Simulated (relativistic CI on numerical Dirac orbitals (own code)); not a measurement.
Spin-allowed bands of a d8 ion in a tetrahedral site, by hand

Problem. Take Δ = 8100 cm⁻¹ and B = 870 cm⁻¹ for a d8 ion in a tetrahedral site. Calculate the three spin-allowed bands.

Working.
1. The terms of highest spin are 3F (energy 0) and 3P (15B = 13050 cm⁻¹). Here the F term splits into A2 at +1.2Δ = 9720, T2 at +0.2Δ = 1620 and T1 at −0.6Δ = -4860 cm⁻¹.
2. The two T1 states mix through the element 0.4Δ: H = [[-4860, 3240], [3240, 13050]], with roots ½(H₁₁ + H₂₂) ∓ ½√[(H₂₂ − H₁₁)² + 4H₁₂²] = ½(8190) ∓ ½(19046) = -5428 and 13618 cm⁻¹.
3. The ground term is 3T1 at -5428 cm⁻¹.
4. Bands: 3T2 7048 cm⁻¹ (1419 nm), 3A2 15148 cm⁻¹ (660 nm), 3T1(P) 19046 cm⁻¹ (525 nm).

Check. Exact diagonalisation of the whole d8 shell with these parameters gives 3T2 7048, 3A2 15148, 3T1 19046 cm⁻¹. The match is exact, since without spin-orbit coupling no other term has this spin. The ratio of the second band to the first, 2.149, depends on Δ/B = 9.3 alone, which is how a Tanabe-Sugano diagram is read.
